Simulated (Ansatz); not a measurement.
Consider the ligand exchange at a B–O bond: `OBCOB(F)F` + H₂S → `FB(F)S` + `OBCO`.

Calculated with Ansatz (gas phase, PBE0-D4/def2-TZVP geometries, no zero-point term in ΔE). CBS: MP2 limit from def2 TZ/QZ plus the TZ coupled-cluster correction, frozen cores. This one scheme is used for every species. Functionals use def2-TZVPP. B3LYP here is the variant with VWN-RPA as its local correlation; programs differ in this. HSE06 is defined as in plane-wave codes. Each species was taken in one conformer, which may not be the lowest.

Task: Is it downhill or uphill in electronic energy at CCSD(T)/CBS, and by how much? (Estimate.)

Result: The calculation gave: Uphill: ΔE = +80.0 kJ/mol.

Task: What do these levels give: B3LYP-D4, BHLYP-D4, ωB97M-V, r2SCAN, PBE0, HSE06, LC-ωPBE, CCSD/def2-SVP, CCSD(T)/def2-SVP, MP2/def2-TZVPP, MP2/CBS(def2), CCSD/CBS(def2)? (Estimate.)

Result: Computed: B3LYP-D4 80.7, BHLYP-D4 87.2, ωB97M-V 79.7, r2SCAN 74.4, PBE0 70.3, HSE06 70.3, LC-ωPBE 74.4, CCSD/def2-SVP 98.0, CCSD(T)/def2-SVP 96.9, MP2/def2-TZVPP 78.6, MP2/CBS(def2) 76.3, CCSD/CBS(def2) 82.6 kJ/mol.

Largest T1 diagnostic among the species: 0.013.

In def2-TZVPP, CCSD(T) changes the Hartree–Fock value by −12.5 kJ/mol (the triples alone add −2.6 kJ/mol) and MP2 by −16.2 kJ/mol. From BLYP to BHLYP (50 % exact exchange), in def2-TZVPP and without D4, ΔE moves by +11.6 kJ/mol. Leaving LDA and LC-ωPBE aside and taking each functional with its dispersion term where it has one, the values, not all of them listed here, spread over 22.7 kJ/mol, from revPBE-D4 to BHLYP-D4. LDA lies +8.1 kJ/mol from PBE without D4.
